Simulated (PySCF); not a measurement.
C 1s core levels and what the atom is bonded to

Gas-phase molecules, one conformer each, relaxed by PBE0-D3(BJ)/def2-SVP with no frequency check. Core levels by delta-SCF with SCAN, pcX-2 on the ionised atom and pcseg-1 elsewhere, spin-free X2C; energies from the vacuum level.

```
        structure (SMILES)             C bonded to  mean electronegativity of these (Pauling)  C 1s (eV)
C[SiH2][O][Ga]([CH3])[CH3]              1 Ga + 3 H                                       2.10     289.99
            CC(F)(F)[SiH3]               1 C + 3 H                                       2.29     291.36
                 CO[SiH2]C               1 O + 3 H                                       2.51     292.36
              CC(O)C[SiH3]         2 C + 1 O + 1 H                                       2.68     292.21
      CC(F)([SiH3])N[SiH3]  1 C + 1 F + 1 N + 1 Si                                       2.87          ?
    O[C](F)([GeH3])N[SiH3]  1 F + 1 Ge + 1 N + 1 O                                       3.12     294.65
    O[C](F)([GeH3])O[SiH3]        1 F + 1 Ge + 2 O                                       3.22     295.54
        FC(O[SiH3])O[SiH3]         1 F + 2 O + 1 H                                       3.26     296.41
```

Task: Fit a straight line to the complete rows and predict the core level of C in CC(F)([SiH3])N[SiH3], bonded to 1 C + 1 F + 1 N + 1 Si.

Result: E = 279.706 + 4.931·χ (7 points, rms 0.43 eV, correlation 0.980). At 2.87 this gives 293.86 eV; the calculation itself gave 293.08 eV, so the fit is off by 0.78.

For scale, for CC(F)([SiH3])N[SiH3]: run time: 58 s on 1 thread of Arm Neoverse V1 (aarch64), shared host, peak memory 0.7 GiB, launched as `OMP_NUM_THREADS=1 python cluster_run.py task.json out`.
